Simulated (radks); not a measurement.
Question: Bi63+, 20 electrons, occupied as [Ar] 3d2 (the NIST ground configuration). Calculated with a radial shooting solver on a logarithmic mesh with Libxc functionals: Dirac Kohn-Sham, BLYP, spin-unpolarised, spherical densities, finite nucleus; open shells fill j = l - 1/2 first; Fermi nuclear charge, rms radius 5.5211 fm.

Spin-orbit splittings of the eigenvalues, e(l+1/2) - e(l-1/2), with zeta = 2 splitting/(2l+1) and mean radii in bohr:

shell  occ.  splitting (eV)  zeta (eV)  <r> j=l-1/2  <r> j=l+1/2
2p        6            2351       1567      0.05351      0.06235
3p        6           602.6      401.7       0.1518       0.1656
3d        2               ?          ?       0.1418       0.1460

Estimate the 3d splitting.

Answer: 135.4 eV (zeta = 54.17 eV).
